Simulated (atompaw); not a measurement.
# PBEsol PAW (atompaw) dataset for silver (Ag), scalar-relativistic all-electron reference.

- Element: Ag
- Generator: atompaw 4.2.0.5
- Type: PAW
- Functional: PBEsol
- Relativity: scalar-relativistic
- Frozen core: [Kr]
- Valence charge: 11
- Reference configuration: 4d10 5s0.5 5p0.5
- Partial waves: 5s (bound): rc 2.80 bohr; 5s channel at 0.05 Ry: rc 2.20 bohr; 5p (bound): rc 2.80 bohr; 5p channel at 0.35 Ry: rc 2.80 bohr; 4d (bound): rc 2.80 bohr; 4d channel at 1.3 Ry: rc 2.80 bohr
- Local potential: troulliermartins scheme with l = 3 at 0 Ry, radius 2.45 bohr
- Core correction: smooth core density matched at 1.38 bohr
- Augmentation charge: besselshape compensation charge, radius 2.25 bohr; PAW radius 2.80 bohr; waves and projectors: custom rrkj gramschmidtortho

All-electron outer shells of the reference configuration (PBEsol, scalar-relativistic, ld1.x):

| shell | level (eV) | outermost node (bohr) | outermost maximum (bohr) |
| --- | --- | --- | --- |
| 4s | -96.05 | 0.44 | 0.82 |
| 4p | -59.61 | 0.44 | 0.87 |
| 4d | -8.53 | 0.43 | 1.04 |
| 5s | -5.16 | 1.11 | 2.46 |
| 5p | -1.23 | 1.25 | 3.62 |

(1) Estimate the cutoffs (Ry, on a coarse ladder) from which the occupation-weighted sum of valence levels, in a spherical-Bessel basis at the reference potential, stays within 10 and 1 mRy of its value at 400 Ry.

(2) What does a ghost test show?

(3) Is the overlap operator S = 1 + Σ q|β⟩⟨β| positive definite (Bessel basis up to 400 Ry)?

(4) Which valence shell sets the plane-wave cutoff?

Answers

(1) 12 Ry and 21 Ry.

(2) Ghost state, extra bound levels that the all-electron valence spectrum of the same l lacks: s at -51.8 eV. A true bound ghost makes a file unfit for plane-wave use.

(3) Barely: its lowest eigenvalue is 0.030 (s channel).

(4) 4d: its level needs 12 Ry to come within 1 mRy, against 6 Ry for 5s.
